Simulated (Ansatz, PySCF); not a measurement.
Molecule: C$_{4}$H$_{2}$ (charge 0, singlet). SMILES: C#CC#C
Geometry from a B3LYP-D3(BJ)/def2-TZVP (Ansatz, a first-principles code) optimisation:
```xyz
6

C      0.0000     0.0000    -1.8866
C      0.0000     0.0000    -0.6818
C      0.0000     0.0000     0.6818
C      0.0000     0.0000     1.8866
H      0.0000     0.0000    -2.9488
H      0.0000     0.0000     2.9488
```

Property: vertical ionisation energy (to the doublet state of charge +1; each state is the SCF solution reached for its spin; the UHF <S^2> is 0.89 for the doublet (pure: 0.75); for the singlet the Hartree-Fock reference is unstable and T1 is 0.013), in eV. Correlated levels leave the core frozen unless marked. Open shells are spin-unrestricted. No spin-orbit coupling. Non-relativistic. 

```tsv
level	program	vertical ionisation energy (eV)
SVWN5/def2-TZVPD	Ansatz	10.17
PBE/def2-TZVPD	Ansatz	9.89
r2SCAN/def2-TZVPD	Ansatz	9.84
B3LYP/def2-TZVPD	Ansatz	9.94
PBE0/def2-TZVPD	Ansatz	9.94
BHLYP/def2-TZVPD	Ansatz	9.81
CAM-B3LYP/def2-TZVPD	Ansatz	10.01
wB97M-V/def2-TZVPD	Ansatz	9.99
wB97X-V/def2-TZVPD	Ansatz	10.00
CCSD/aug-cc-pVDZ	Ansatz	10.07
CCSD(T)/aug-cc-pVDZ	Ansatz	10.14
```

For comparison, minus the highest occupied orbital energy (PySCF): 7.76 eV at PW6B95/def2-TZVPD, 7.46 eV at B3LYP/def2-TZVPD, 6.68 eV at BP86/def2-TZVPD.
